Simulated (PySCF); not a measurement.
The dipole of `CP(C)[P@@H](=O)C(C)(C)C` from its density and from atomic charges.

Coordinates (GFN2-xTB, Å) and charges (e) from the PBE0/pcSseg-1 density (PySCF):

```tsv
atom	x	y	z	Mulliken	IAO	Hirshfeld	ESP-fitted
C1	3.003	-1.078	-0.026	-0.4889	-0.6054	-0.1628	-0.4942
P2	1.705	-0.033	-0.837	+0.0263	+0.2443	+0.1174	-0.1166
C3	2.234	1.599	-0.152	-0.4780	-0.6071	-0.1647	-0.4269
P4	0.255	-0.461	0.779	+0.7322	+1.1810	+0.3566	+0.7320
O5	0.585	0.171	2.066	-0.6171	-0.9186	-0.3809	-0.6218
C6	-1.455	-0.121	0.143	-0.7823	-0.1662	-0.0165	+0.3009
C7	-1.694	-0.969	-1.096	-0.1591	-0.4237	-0.1240	-0.0926
C8	-1.508	1.366	-0.180	-0.1726	-0.4202	-0.1192	-0.4983
C9	-2.421	-0.475	1.266	-0.1512	-0.4208	-0.1176	-0.5734
H10	3.047	-0.870	1.044	+0.1635	+0.1559	+0.0436	+0.1509
H11	2.777	-2.131	-0.185	+0.1504	+0.1563	+0.0427	+0.1494
H12	3.969	-0.859	-0.480	+0.1532	+0.1590	+0.0473	+0.1999
H13	2.204	1.576	0.938	+0.1791	+0.1678	+0.0382	+0.1483
H14	3.246	1.810	-0.492	+0.1472	+0.1568	+0.0471	+0.1910
H15	1.575	2.384	-0.517	+0.1516	+0.1561	+0.0429	+0.1209
H16	0.245	-1.865	0.860	+0.0270	-0.1001	-0.0107	-0.0444
H17	-2.670	-0.750	-1.525	+0.1223	+0.1448	+0.0456	+0.0590
H18	-1.656	-2.028	-0.849	+0.1120	+0.1369	+0.0377	+0.0243
H19	-0.931	-0.763	-1.847	+0.1351	+0.1448	+0.0272	-0.0660
H20	-1.198	1.942	0.693	+0.1357	+0.1504	+0.0431	+0.1447
H21	-2.515	1.672	-0.458	+0.1222	+0.1422	+0.0446	+0.1305
H22	-0.835	1.594	-1.007	+0.1221	+0.1327	+0.0349	+0.1442
H23	-2.353	-1.535	1.508	+0.1134	+0.1370	+0.0402	+0.1192
H24	-2.171	0.095	2.160	+0.1370	+0.1558	+0.0434	+0.1618
H25	-3.448	-0.248	0.981	+0.1188	+0.1404	+0.0438	+0.1567
```

Problem. Compute μ = Σ q r for each scheme (1 e·Å = 4.803 D) and compare with the dipole of the full density.

Solution. The full density gives (-0.54, -0.68, -2.21) D, 2.37 D in size; dipole vectors point from the negative to the positive end.

```json
{"scheme": "Mulliken", "μx": "-0.83", "μy": "-1.35", "μz": "-3.18", "size (D)": "3.55", "share of the full size (%)": "150", "angle to the full dipole (°)": "6"}
{"scheme": "IAO", "μx": "-1.36", "μy": "-2.19", "μz": "-5.47", "size (D)": "6.04", "share of the full size (%)": "255", "angle to the full dipole (°)": "5"}
{"scheme": "Hirshfeld", "μx": "-0.44", "μy": "-0.93", "μz": "-2.67", "size (D)": "2.86", "share of the full size (%)": "121", "angle to the full dipole (°)": "5"}
{"scheme": "ESP-fitted", "μx": "-0.44", "μy": "-0.66", "μz": "-2.23", "size (D)": "2.36", "share of the full size (%)": "100", "angle to the full dipole (°)": "3"}
```

Problem. Which set comes closest?

Solution. Length of the difference vector: ESP-fitted 0.10 D, Hirshfeld 0.54 D, Mulliken 1.22 D, IAO 3.69 D. Closest: ESP-fitted. ESP charges are fitted to the potential around the molecule, whose slowest-falling term is the dipole's. 

Problem. What is left for the Hirshfeld atoms' own dipoles?

Solution. The shares of the density sum to the whole, so what Σ q r misses lies in dipoles about the nuclei. The atomic dipoles sum to (-0.54, -0.68, -2.21) − (-0.44, -0.93, -2.67) = (-0.10, 0.25, 0.46) D, 0.54 D in size.

Problem. With the origin at the mean of the coordinates, (0.000, 0.001, 0.112) Å, which are the largest single terms, by size, of the Hirshfeld dipole along the direction of the full one?

Solution. O5 +3.66, C7 -1.06, P4 -0.94, C3 +0.57, H17 +0.51 D; all 25 atoms together +2.85 D. The single terms depend on the origin, their sum doesn't.

Problem. Give the size of the full dipole in other units.

Solution. 2.37 D = 0.932 au = 0.493 e·Å = 7.90 × 10⁻³⁰ C·m.

One conformer (not necessarily the lowest) at the GFN2-xTB geometry, without solvent, vibrations or thermal averaging.

The run behind these numbers computed NMR shieldings as well. Rough CPU time on one thread of a shared machine: about 3 min.

Conformer computed: `[CH3:1][P:2]([CH3:3])[P@@H:4](=[O:5])[C:6]([CH3:7])([CH3:8])[CH3:9]`: C1–P2–P4–O5 70°, P2–P4–C6–C7 57°.
